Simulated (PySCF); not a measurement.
Positional isomers: butadiene methyl+boryl. Isolated molecules, 0 K electronic values unless said otherwise. One relaxed conformer stands for each flexible species; it need not be the lowest. Strings in code marks are SMILES. All members: neutral, multiplicity 1. Level: CAM-B3LYP-D3(BJ)/def2-TZVP (PySCF). Delta-SCF ions had no search for a lower state.  The removal energy is E(N − 1 electrons) − E(N electrons) at the parent's geometry; ε(HOMO) is measured against the vacuum level.

| species | −ε(HOMO) (eV) | vertical ionisation energy (Delta-SCF) (eV) |
|---|---|---|
| `BC(=C)/C=C/C` (H–B–C–C torsion 0°, C–C–C–C torsion -180°) | 7.94 | 8.65 |
| `BC(=C)/C=C\C` (H–B–C–C torsion -147°, C–C–C–C torsion -157°) | 8.06 | 8.78 |
| `BC(=C)C(=C)C` (H–B–C–C torsion 0°, C–C–C–C torsion 180°) | 8.19 | 8.91 |
| `B/C=C/C=C/C` (H–B–C–C torsion 0°, C–C–C–C torsion -180°) | 8.19 | withheld |
| `B/C=C/C=C\C` (H–B–C–C torsion 180°, C–C–C–C torsion 180°) | 8.20 | 8.88 |
| `B/C=C(/C)C=C` (H–B–C–C torsion 0°, C–C–C–C torsion 180°) | 8.40 | 9.09 |
| `B/C=C/C(=C)C` (H–B–C–C torsion -180°, C–C–C–C torsion 180°) | 8.43 | 9.12 |

Q: Fit vertical ionisation energy (Delta-SCF) = a + b·x to the 6 complete rows by least squares, with x = −ε(HOMO) in eV. Give a, b and the rms residual, and predict the withheld value.

A: Means of the 6 rows: x̄ = 8.2033, ȳ = 8.905 eV. Σ(x − x̄)² = 0.18013 and Σ(x − x̄)(y − ȳ) = 0.1702, so b = 0.945 and a = ȳ − b·x̄ = 1.153 eV. The rms residual is 0.012 eV. At x = 8.19 the line gives 8.89 eV. The run for `B/C=C/C=C/C` (H–B–C–C torsion 0°, C–C–C–C torsion -180°) gave 8.86 eV, so the line is off by 0.03 eV, more than twice the rms residual.

Codes: PySCF.
